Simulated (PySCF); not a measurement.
Si(Cl)3(OH) (Cl3HOSi), SMILES Cl[Si](O)(Cl)Cl. Geometry optimised at PBE0-D3(BJ)/def2-SVP. The values are those of a single conformer.

Level of theory: PBE0-D3(BJ)/def2-SVP (PySCF).

Harmonic wavenumbers (cm⁻¹): 118, 163, 194, 232, 271, 286, 466, 628, 632, 799, 966, 3923. Rotational constants (GHz): 1.821, 1.784, 1.288; symmetry number 1.

### Question
Work out the zero-point energy and the ideal-gas rigid-rotor harmonic-oscillator thermochemistry at 298.15 K and 1 atm.

### Answer
ZPE = ½ Σ hcν = ½ × 8678 cm⁻¹ = 51.91 kJ/mol. H − E(el) = 72.22 kJ/mol. Entropy in J/(mol K): translation 171.36, rotation 120.21, vibration 61.29, total 352.86. G − E(el) = -32.99 kJ/mol. Cp = 96.94 J/(mol K). Modes under 150 cm⁻¹ make the vibrational entropy uncertain.
